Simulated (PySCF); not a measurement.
**Scandium: a sound run and one with changed settings**

Sound run: Sc⁺ [Ar] 3d1 4s1, Sc²⁺ [Ar] 3d1. Calculation: PySCF 2.14, in def2-SVP (5s3p2d1f, 31 functions); no relativity, point nucleus. In the sound run the correlated levels freeze [Ar]. The sound run starts from symmetry-adapted Hartree-Fock orbitals and uses a fine grid where one is needed.

A second run was set up differently.

```
species  method  sound run (hartree)  changed run (hartree)  converged
    Sc⁺     UHF           -759.43123             -751.82319        yes
    Sc⁺    MN15           -760.21710             -751.16971        yes
    Sc⁺    PBE0           -760.08602             -752.38995        yes
    Sc⁺     MP2           -759.43285             -751.82319        yes
   Sc²⁺     UHF           -758.98630             -751.32350        yes
   Sc²⁺    MN15           -759.76017             -750.66146        yes
   Sc²⁺    PBE0           -759.61637             -751.85548        yes
```

Ionisation energy of Sc⁺:

```csv
method,sound run (eV),changed run (eV)
UHF,12.107,13.597
MN15,12.434,13.830
PBE0,12.780,14.544
MP2,12.151,13.597
SCS-MP2,12.122,13.597
```

(1) What was changed?
A. too few SCF iterations
B. minimal basis
C. basis contracted for another Hamiltonian
D. radial grid too coarse

## Answers

(1) B. It used basis STO-3G. A minimal basis cannot let orbitals breathe on ionisation and holds almost no correlation.
